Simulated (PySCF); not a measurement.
PySCF job for CH4N, SMILES [CH2]N, multiplicity 2, TDA-B3LYP/def2-TZVPD. Geometry: PBE0-D3(BJ)/def2-TZVP. The isomer is the one that the SMILES or the coordinates give; other isomers of the formula were not compared.

```python
import numpy as np
from pyscf import gto, scf, dft, tdscf

mol = gto.M(
    atom='''
    C    -0.72314515    0.07809562   -0.00000000
    N     0.65184827   -0.09518346    0.00000000
    H    -1.23968534   -0.11620956   -0.93015424
    H    -1.23968535   -0.11620956    0.93015424
    H     1.12765188    0.21506481    0.83264559
    H     1.12765188    0.21506480   -0.83264560
    ''',
    basis='def2-TZVPD',
    charge=0,
    spin=1,
    max_memory=1600,
    verbose=4,
)
mf = dft.UKS(mol, xc='b3lyp').density_fit(auxbasis='def2-universal-jkfit')
mf.grids.level = 3
mf.conv_tol = 1e-9
mf.max_cycle = 100
mf.kernel()
fine, coarse = mf.grids, dft.Grids(mol).set(level=1).build(with_non0tab=True)
for _ in range(3):  # follow internal instabilities
    mf.grids = coarse
    mo, _, stable, _ = mf.stability(return_status=True, nroots=4)
    mf.grids = fine
    if stable:
        break
    mf.kernel(mf.make_rdm1(mo, mf.mo_occ))
mf.grids = dft.Grids(mol).set(level=1).build(with_non0tab=True)  # coarser grid for the response kernel
td = tdscf.TDA(mf)
td.nstates = 10
td.conv_tol = 1e-4
td.positive_eig_threshold = 1e-6
td.kernel(x0=td.get_init_guess(mf, 15))
td.analyze()
```

Program output:

```
PySCF version 2.14.0

[INPUT] verbose = 4
[INPUT] num. atoms = 6
[INPUT] num. electrons = 17
[INPUT] charge = 0
[INPUT] spin (= nelec alpha-beta = 2S) = 1
[INPUT] symmetry False subgroup None
[INPUT] Mole.unit = angstrom
[INPUT] Symbol           X                Y                Z      unit          X                Y                Z       unit  Magmom
[INPUT]  1 C     -0.723145150000   0.078095620000   0.000000000000 AA   -1.366546281808   0.147579333328   0.000000000000 Bohr   0.0
[INPUT]  2 N      0.651848270000  -0.095183460000   0.000000000000 AA    1.231814705072  -0.179870670988   0.000000000000 Bohr   0.0
[INPUT]  3 H     -1.239685340000  -0.116209560000  -0.930154240000 AA   -2.342665773238  -0.219604241456  -1.757736767203 Bohr   0.0
[INPUT]  4 H     -1.239685350000  -0.116209560000   0.930154240000 AA   -2.342665792136  -0.219604241456   1.757736767203 Bohr   0.0
[INPUT]  5 H      1.127651880000   0.215064810000   0.832645590000 AA    2.130953217051   0.406413589932   1.573472123927 Bohr   0.0
[INPUT]  6 H      1.127651880000   0.215064800000  -0.832645600000 AA    2.130953217051   0.406413571034  -1.573472142824 Bohr   0.0

nuclear repulsion = 37.2959389743182
number of shells = 46
number of NR pGTOs = 148
number of NR cGTOs = 110
basis = def2-TZVPD
ecp = {}


[settings echo left out]
init E= -95.2786882549528
  alpha nocc = 9  HOMO = -0.143476906816673  LUMO = -0.0115498634490318
  beta  nocc = 8  HOMO = -0.37040046243191  LUMO = -0.143476906816673

WARN: HOMO -0.143476906816673 >= LUMO -0.143476906816673

cycle= 1 E= -95.2227847157097  delta_E= 0.0559  |g|= 0.211  |ddm|= 1.18
  alpha nocc = 9  HOMO = -0.0949089475176095  LUMO = 0.0184742085390487
  beta  nocc = 8  HOMO = -0.251359277266687  LUMO = 0.0105538736191024
  HOMO = -0.0949089475176  LUMO = 0.0105538736191  gap/eV = 2.86979
cycle= 2 E= -95.214681243277  delta_E= 0.0081  |g|= 0.261  |ddm|= 0.966
  alpha nocc = 9  HOMO = -0.151096974423552  LUMO = 0.00218462293923942
  beta  nocc = 8  HOMO = -0.314522109033511  LUMO = -0.0276472071465839
  HOMO = -0.151096974424  LUMO = -0.0276472071466  gap/eV = 3.35924
cycle= 3 E= -95.2465829762075  delta_E= -0.0319  |g|= 0.0279  |ddm|= 0.708
  alpha nocc = 9  HOMO = -0.154418894531446  LUMO = 0.00484284059818663
  beta  nocc = 8  HOMO = -0.307513434794572  LUMO = -0.0273370765233736
  HOMO = -0.154418894531  LUMO = -0.0273370765234  gap/eV = 3.45807
cycle= 4 E= -95.2467854083493  delta_E= -0.000202  |g|= 0.0204  |ddm|= 0.0718
  alpha nocc = 9  HOMO = -0.153161148878695  LUMO = 0.0047571194465481
  beta  nocc = 8  HOMO = -0.308262092556596  LUMO = -0.0244828673621706
  HOMO = -0.153161148879  LUMO = -0.0244828673622  gap/eV = 3.50151
cycle= 5 E= -95.2469831725404  delta_E= -0.000198  |g|= 0.00475  |ddm|= 0.0155
  alpha nocc = 9  HOMO = -0.153749046455403  LUMO = 0.00473991411171497
  beta  nocc = 8  HOMO = -0.308134070781726  LUMO = -0.0241318838551804
  HOMO = -0.153749046455  LUMO = -0.0241318838552  gap/eV = 3.52706
cycle= 6 E= -95.2469964424621  delta_E= -1.33e-05  |g|= 0.000984  |ddm|= 0.015
  alpha nocc = 9  HOMO = -0.153767133526095  LUMO = 0.00481516948189387
  beta  nocc = 8  HOMO = -0.307973503844728  LUMO = -0.0238929014479534
  HOMO = -0.153767133526  LUMO = -0.023892901448  gap/eV = 3.53406
cycle= 7 E= -95.2469976236787  delta_E= -1.18e-06  |g|= 0.000328  |ddm|= 0.00443
  alpha nocc = 9  HOMO = -0.153793799055109  LUMO = 0.00483139998399386
  beta  nocc = 8  HOMO = -0.307955155586825  LUMO = -0.023890644189042
  HOMO = -0.153793799055  LUMO = -0.023890644189  gap/eV = 3.53484
cycle= 8 E= -95.2469977217016  delta_E= -9.8e-08  |g|= 7.83e-05  |ddm|= 0.00127
  alpha nocc = 9  HOMO = -0.153790828711088  LUMO = 0.00483242419781774
  beta  nocc = 8  HOMO = -0.307973337682505  LUMO = -0.0238930237298966
  HOMO = -0.153790828711  LUMO = -0.0238930237299  gap/eV = 3.53470
cycle= 9 E= -95.2469977279119  delta_E= -6.21e-09  |g|= 1.37e-05  |ddm|= 0.000153
  alpha nocc = 9  HOMO = -0.153791358854441  LUMO = 0.00483100418256933
  beta  nocc = 8  HOMO = -0.307977473275791  LUMO = -0.0238955498622163
  HOMO = -0.153791358854  LUMO = -0.0238955498622  gap/eV = 3.53465
cycle= 10 E= -95.2469977281298  delta_E= -2.18e-10  |g|= 4.26e-06  |ddm|= 3.41e-05
  alpha nocc = 9  HOMO = -0.153791339509958  LUMO = 0.00483150440873954
  beta  nocc = 8  HOMO = -0.307977123472554  LUMO = -0.0238956129195288
  HOMO = -0.15379133951  LUMO = -0.0238956129195  gap/eV = 3.53464
Extra cycle  E= -95.2469977281442  delta_E= -1.44e-11  |g|= 2.77e-06  |ddm|= 7.4e-06
converged SCF energy = -95.2469977281442  <S^2> = 0.7539546  2S+1 = 2.0039507
tot grids = 20192
uhf_internal: lowest eigs of H = [0.22216699 0.2904573  0.32418963 0.40285302]
<class 'pyscf.df.df_jk.DFUKS'> wavefunction is stable in the internal stability analysis
tot grids = 20192
Overwritten attributes  positive_eig_threshold  of <class 'pyscf.tdscf.uks.TDA'>


******** <class 'pyscf.tdscf.uks.TDA'> for <class 'pyscf.df.df_jk.DFUKS'> ********
nstates = 10
deg_eia_thresh = 1.000e-03
wfnsym = None
conv_tol = 0.0001
eigh lindep = 1e-12
eigh level_shift = 0
eigh max_cycle = 100


Excitation energies (eV)
[3.0916147  4.02534544 4.4919457  5.75792131 5.84881576 5.99141268
 6.56208221 6.71318195 7.08665381 7.21217228]

** Excitation energies and oscillator strengths **
Excited State   1:      3.09161 eV    401.03 nm  f=0.0006
       9a ->   10a     -0.99651
Excited State   2:      4.02535 eV    308.01 nm  f=0.0205
       9a ->   11a     -0.99671
Excited State   3:      4.49195 eV    276.01 nm  f=0.0012
       9a ->   12a      0.99595
Excited State   4:      5.75792 eV    215.33 nm  f=0.0470
       9a ->   13a      0.96823
       9a ->   15a      0.12985
       8b ->    9b      0.18965
Excited State   5:      5.84882 eV    211.98 nm  f=0.0015
       9a ->   14a     -0.99389
Excited State   6:      5.99141 eV    206.94 nm  f=0.0619
       9a ->   13a     -0.19517
       9a ->   15a      0.89801
       8b ->    9b      0.37391
Excited State   7:      6.56208 eV    188.94 nm  f=0.0268
       9a ->   15a      0.14151
       9a ->   16a      0.95955
       8b ->    9b     -0.20900
Excited State   8:      6.71318 eV    184.69 nm  f=0.0433
       9a ->   13a     -0.12591
       9a ->   15a     -0.38598
       9a ->   16a      0.24554
       9a ->   18a     -0.12041
       8b ->    9b      0.84414
Excited State   9:      7.08665 eV    174.95 nm  f=0.0098
       9a ->   17a      0.99617
Excited State  10:      7.21217 eV    171.91 nm  f=0.0287
       8a ->   10a      0.10508
       8b ->   10b     -0.97702
       8b ->   11b      0.10192

** Transition electric dipole moments (AU) **
state          X           Y           Z        Dip. S.      Osc.
  1         0.0445     -0.0779     -0.0000      0.0080      0.0006
  2         0.0231      0.4555     -0.0000      0.2080      0.0205
  3         0.0000     -0.0000     -0.1063      0.0113      0.0012
  4         0.4999     -0.2881     -0.0000      0.3329      0.0470
  5         0.0000     -0.0000      0.1028      0.0106      0.0015
  6         0.6296     -0.1583      0.0000      0.4215      0.0619
  7        -0.2984     -0.2790      0.0000      0.1669      0.0268
  8         0.4898     -0.1531     -0.0000      0.2633      0.0433
  9        -0.0000      0.0000      0.2370      0.0562      0.0098
 10         0.0131     -0.4030      0.0000      0.1626      0.0287

** Transition velocity dipole moments (imaginary part, AU) **
state          X           Y           Z        Dip. S.      Osc.
  1         0.0010     -0.0011     -0.0000      0.0000      0.0000
  2        -0.0014      0.1014     -0.0000      0.0103      0.0464
  3         0.0000     -0.0000     -0.0046      0.0000      0.0001
  4         0.0821     -0.0466     -0.0000      0.0089      0.0281
  5         0.0000     -0.0000      0.0165      0.0003      0.0008
  6         0.0946     -0.0216      0.0000      0.0094      0.0285
  7        -0.0368     -0.0560      0.0000      0.0045      0.0124
  8         0.0165      0.0282     -0.0000      0.0011      0.0029
  9        -0.0000      0.0000      0.0461      0.0021      0.0054
 10         0.0061     -0.0992      0.0000      0.0099      0.0249

** Transition magnetic dipole moments (imaginary part, AU) **
state          X           Y           Z
  1        -0.0000     -0.0000     -0.4882
  2         0.0000      0.0000      0.0502
  3        -0.0348     -0.0767      0.0000
  4         0.0000      0.0000     -0.0316
  5        -0.1693     -0.2735      0.0000
  6        -0.0000     -0.0000     -0.0749
  7         0.0000     -0.0000     -0.7397
  8        -0.0000     -0.0000     -0.0532
  9        -0.2376     -0.5016      0.0000
 10         0.0000      0.0000      0.0565
```

The calculation finished and met its thresholds.
